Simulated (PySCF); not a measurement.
Cartesian coordinates (Å):
```xyz
7

W     -0.0200     0.0229     0.0493
Cl     1.2839     1.2558     1.4698
Cl    -0.8935    -1.2383     1.7476
Cl    -1.7394     1.5317     0.1196
F      0.7124     0.9309    -1.4047
F      1.3657    -1.2086    -0.1474
F     -0.9693    -0.9956    -1.1903
```
Charge 0, multiplicity 1.

### Question
What HOMO–LUMO gap, LUMO and HOMO does TPSSh-D3(BJ)/def2-TZVP // r2SCAN-D4/def2-SVP in PySCF give?

### Answer

| Quantity | Result |
|---|---|
| HOMO–LUMO gap | 3.78 eV |
| LUMO | -5.34 eV |
| HOMO | -9.12 eV |
